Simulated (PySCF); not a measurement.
CH4OSSe, SMILES [Se](O)SC.

Coordinates come from a PBE-D3(BJ)/def2-SVP optimisation. This is a generated structure with no PubChem entry under its InChIKey; it may be hypothetical. Other conformers were not sampled.

Computed with TDA-LC-ωPBE/def2-SVPD (PySCF 2.14.0).

Vertical excitations. The molecule is in vacuum.

```
state  energy (eV)  λ (nm)      f                                                                    main pairs
-----  -----------  ------  -----  ----------------------------------------------------------------------------
S1            4.26     291  0.002                                              HOMO→LUMO 63 %, HOMO→LUMO+1 21 %
S2            4.69     265  0.002                            HOMO→LUMO+1 60 %, HOMO→LUMO 25 %, HOMO→LUMO+4 10 %
S3            5.22     237  0.002                      HOMO−1→LUMO+1 51 %, HOMO−1→LUMO 30 %, HOMO−1→LUMO+4 10 %
S4            5.93     209  0.013                        HOMO−1→LUMO 35 %, HOMO−2→LUMO 30 %, HOMO−1→LUMO+1 18 %
S5            6.11     203  0.023                        HOMO−2→LUMO 48 %, HOMO−2→LUMO+1 17 %, HOMO−1→LUMO 11 %
S6            6.82     182  0.024       HOMO→LUMO+2 30 %, HOMO→LUMO+3 19 %, HOMO−1→LUMO+3 11 %, HOMO→LUMO+6 9 %
S7            6.97     178  0.028  HOMO→LUMO+2 31 %, HOMO−1→LUMO+3 27 %, HOMO−1→LUMO+6 11 %, HOMO−1→LUMO+10 7 %
S8            7.31     170  0.129       HOMO−2→LUMO+1 32 %, HOMO→LUMO+3 14 %, HOMO→LUMO+2 12 %, HOMO−1→LUMO 5 %
S9            7.66     162  0.059                                                            HOMO−1→LUMO+2 58 %
S10           7.82     159  0.072                           HOMO→LUMO+4 41 %, HOMO→LUMO+3 23 %, HOMO→LUMO+5 8 %
T1            3.30     376      0                                                                HOMO→LUMO 78 %
T2            3.84     323      0                                            HOMO→LUMO+1 75 %, HOMO→LUMO+4 12 %
T3            4.39     282      0                      HOMO−1→LUMO+1 43 %, HOMO−1→LUMO 37 %, HOMO−1→LUMO+4 13 %
T4            5.14     241      0                                            HOMO−2→LUMO 63 %, HOMO−1→LUMO 12 %
```
Triplets are in the Tamm–Dancoff approximation.
